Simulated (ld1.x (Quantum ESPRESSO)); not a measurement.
Mn (Z = 25): excitation energies, all-electron against PAW

ld1.x (Quantum ESPRESSO) 7.5 input, shortened:

```
&input
   title='Mn', zed=25., rel=1, dft='PBESOL', iswitch=3,
   config='[Ar] 3d5 4s1.5 4p0'
 /
 &inputp
   pseudotype=3, lpaw=.true., tm=.true., lloc=-1, rcloc=3.00,
   nlcc=.true., new_core_ps=.true., rcore=0.85,
   which_augfun='PSQ', rmatch_augfun_nc=.true.
 /
6
4S  1  0   1.50   0.00  2.00  2.30  0.0
4S  1  0   0.00   0.20  2.00  2.30  0.0
4P  2  1   0.00   0.00  3.10  3.35  0.0
4P  2  1   0.00   1.65  3.10  3.35  0.0
3D  3  2   5.00   0.00  1.20  1.55  0.0
3D  3  2   0.00   4.45  1.20  1.55  0.0
 &test
   configts(1)='3d5 4s1.5 4p0'
 /
```

Energies are relative to the spin-unpolarised reference configuration 3d5 4s1.5 4p0; without spin polarisation the order of configurations can differ from experiment. The frozen-core shift is the all-electron ΔE with the core orbitals held at their reference shape minus the fully relaxed ΔE.

Give the all-electron excitation energy and the error of the potential for: 3d5 4s2 4p0; 3d5 4s1 4p0; 3d5 4s0 4p0; 3d4 4s0 4p0; 3d5 4s0 4p2; 3d6 4s0 4p0; 3d6 4s1 4p0.

```
valence configuration  charge  ΔE all-electron (eV)  error AE − PS (meV)  frozen-core shift (meV)
          3d5 4s2 4p0       0                -3.371                 -0.3                      0.0
          3d5 4s1 4p0      +1                 5.062                 -1.4                     +0.9
          3d5 4s0 4p0      +2                20.573                  -17                     +8.4
          3d4 4s0 4p0      +3                53.053                 -397                     +351
          3d5 4s0 4p2       0                 4.590                 -1.0                     +1.6
          3d6 4s0 4p0      +1                 3.404                 -128                     +116
          3d6 4s1 4p0       0                -3.736                  -92                      +71
```

Levels in the configuration 3d5 4s0 4p0:

```tsv
level	all-electron (eV)	pseudo (eV)
3d	-24.281	-24.318
```
